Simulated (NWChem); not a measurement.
# CH₂F₂O₂Si; SMILES O=CO[SiH](F)F

```xyz
8

O     -0.9267     1.8502     0.0000
C      0.2643     1.8290     0.0000
O      1.0096     0.7066     0.0000
Si     0.3949    -0.8510     0.0000
F     -0.5088    -1.0860    -1.2992
F     -0.5088    -1.0860     1.2992
H      0.9202     2.7233     0.0000
H      1.5462    -1.7584     0.0000
```
Atoms are numbered in this order, from 1.

Program: NWChem. Pople sets run with spherical d functions. The geometry was optimised at PBE0/def2-SVP. B3LYP is NWChem's, with the RPA form of VWN correlation. Atomic charges in e: unrestrained fits to the electrostatic potential beside Mulliken populations; buried atoms are poorly determined by the fit.

For level Hartree-Fock/6-31G*:

```yaml
Mulliken O1: -0.50
Mulliken C2: 0.60
Mulliken O3: -0.75
ESP Si4: 1.29
Mulliken Si4: 1.62
Mulliken F5: -0.51
```

Task: What are these values for level B3LYP/def2-SVP?

Result: The Mulliken O1 is -0.20 and the Mulliken C2 comes out as 0.29. The Mulliken O3 is -0.40. The ESP Si4 comes out as 1.15. The Mulliken Si4 comes out as 1.02 and the Mulliken F5 comes out as -0.31.
